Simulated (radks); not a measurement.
Results of a calculation; reference values are marked as such.
Question: These are the eigenvalues of the occupied orbitals of an atom or ion with whole-number occupations (eV). Code: a radial shooting solver on a logarithmic mesh with Libxc functionals. Model: non-relativistic Kohn-Sham, PBE, spin-polarised, spherical densities, point nucleus.

| orbital | eigenvalue |
|---|---|
| 1s up | -67636.81 |
| 1s down | -67636.38 |
| 2s up | -11382.07 |
| 2s down | -11381.82 |
| 2p up | -10933.32 |
| 2p down | -10932.93 |
| 3s up | -2803.524 |
| 3s down | -2802.392 |
| 3p up | -2594.092 |
| 3p down | -2592.979 |
| 3d up | -2203.599 |
| 3d down | -2202.721 |
| 4s up | -753.6130 |
| 4s down | -751.8688 |
| 4p up | -664.7156 |
| 4p down | -662.9208 |
| 4d up | -502.0447 |
| 4d down | -500.1469 |
| 4f up | -286.3531 |
| 4f down | -284.1214 |
| 5s up | -275.3048 |
| 5s down | -270.0596 |
| 5p up | -244.2098 |

Which element is it, and in what charge state? The configuration may be excited. Open shells, if any, are filled with parallel spins first.

Answer: Z = 76, osmium, charge +12: Os12+ in [Kr] 4d10 4f13 5s2 5p3. The list shows which subshells hold electrons but not how many an open one holds; the 1s level, -2485.6 hartree, gives Z - s = 70.5 by -(Z - s)^2/2, which with screening narrows Z to a few neighbours, and the depths of the outer levels then fix element, charge and occupations together.
